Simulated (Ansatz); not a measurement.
Reaction (SMILES): N[Si](F)(F)F + H+ → [NH3+][Si](F)(F)F (at N, the best of the heteroatom sites tried; carbon was not tried)

Wanted: proton affinity (enthalpy at 298 K), in kcal/mol. Positive where the reaction releases energy. Conventions: frozen cores in correlated levels; non-relativistic; LANL2DZ with its own core potentials from Na on; 6-311+G** with 5d, 6d on Na to Ar in Ansatz (a first-principles code); spin-orbit terms left out; six Cartesian d functions in 6-31G* and its kin unless marked 5d. Basis-set limits of correlation are two-point, X^-3; Hartree-Fock from the larger set. First-principles rows: single points at B3LYP-D3(BJ) geometries (Ansatz), with unscaled harmonic terms from B3LYP/6-31G* (Ansatz) at its own minima.

Coupled cluster (Ansatz) is a level with limits of its own, used here on species with T1 under 0.025 (0.045 for open shells) and stable references: CCSD(T)/CBS(cc-pV(T+d)Z,cc-pV(Q+d)Z).

Value to compare with, CCSD(T)/CBS(cc-pV(T+d)Z,cc-pV(Q+d)Z) (Ansatz): 185.7 kcal/mol.

| level | program | proton affinity (enthalpy at 298 K) (kcal/mol) | difference |
|---|---|---|---|
| MP2/STO-3G | Ansatz | 273.5 | 87.8 |
| MP2/3-21G | Ansatz | 189.2 | 3.5 |
| MP2/LANL2DZ | Ansatz | 169.2 | -16.5 |
| MP2/6-31G* | Ansatz | 189.2 | 3.5 |
| MP2/6-311+G** | Ansatz | 184.3 | -1.4 |

Among the 5 habitual levels, MP2/STO-3G lies farthest from CCSD(T)/CBS(cc-pV(T+d)Z,cc-pV(Q+d)Z) (Ansatz) (87.8 kcal/mol) and MP2/6-311+G** nearest (-1.4); 3 of 5 lie above it, and their mean absolute difference is 22.5 kcal/mol, the median 3.5. One case shows no general order.

The sets are all those run for this method; left out are runs that failed, that the program found above a lower state of the same kind, or whose <S^2> lies over 0.5 above the pure value.
